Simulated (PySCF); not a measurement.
Compound: C₆H₇NSe.
Numbering: `[CH2:1]=[C:2]([C:3]#[N:4])[C:5](=[CH2:6])[Se:7][CH3:8]` (hydrogens: H9, H10 on C1; H11, H12 on C6; H13, H14, H15 on C8)

Method used: PySCF, B3LYP/def2-SV(P) geometry optimisation, gas phase.

(1) Give the optimised bond lengths and angles.

Answers

(1) 
| bond | length (Å) | order |
| --- | --- | --- |
| C1=C2 | 1.351 | double |
| C2–C3 | 1.445 | single |
| C3≡N4 | 1.161 | triple |
| C2–C5 | 1.488 | single |
| C5=C6 | 1.346 | double |
| C5–Se7 | 1.939 | single |
| Se7–C8 | 1.971 | single |
| C1–H9 | 1.094 | single |
| C1–H10 | 1.095 | single |
| C6–H11 | 1.094 | single |
| C6–H12 | 1.098 | single |
| C8–H13, C8–H14, C8–H15 | 1.101 | single |

Bonds in one row agree within 0.01 Å and their mean is given. Orders are formal, as drawn. A selection of angles:
| angle | degrees |
| --- | --- |
| C2–C1–H9 | 121.0 |
| C2–C1–H10 | 120.3 |
| H9–C1–H10 | 118.8 |
| C1–C2–C3 | 118.3 |
| C1–C2–C5 | 125.2 |
| C3–C2–C5 | 116.5 |
| C2–C3–N4 | 179.3 |
| C2–C5–C6 | 122.4 |
| C2–C5–Se7 | 119.1 |
| C6–C5–Se7 | 118.4 |
| C5–C6–H11 | 121.2 |
| C5–C6–H12 | 121.3 |
| H11–C6–H12 | 117.5 |
| C5–Se7–C8 | 98.6 |
| Se7–C8–H13 | 111.0 |
| Se7–C8–H14 | 110.1 |
| Se7–C8–H15 | 106.2 |
| H13–C8–H14 | 110.3 |

Torsions: C1–C2–C5–C6 168° (antiperiplanar); C2–C5–Se7–C8 -70° (synclinal). The mirror-image conformer, all signs reversed, is as good.

Se7 (selenium bonded to 2 C) is bent (angle 98.6°). The 2 C–Se bonds span 1.939 Å (C5–Se7, drawn single) to 1.971 Å (Se7–C8, drawn single), a spread of 0.032 Å. The 4 C–C bonds span 1.346 Å (C5=C6, drawn double) to 1.488 Å (C2–C5, drawn single), a spread of 0.142 Å. Of the pairs four or more bonds apart, C3···H12 is among the closest relative to their van der Waals radii: 2.53 Å, 87 % of the sum of Bondi's values.

Point group: C1 (no symmetry element, even within 0.4 Å). B3LYP/def2-SV(P) frequencies: not computed here. One conformer, not necessarily the lowest.

Time: 74 s of wall time; peak memory 0.68 GiB. Hardware: one thread, Arm Neoverse V2 (aarch64), no GPU, on a shared host. That covers the optimisation of the geometry.
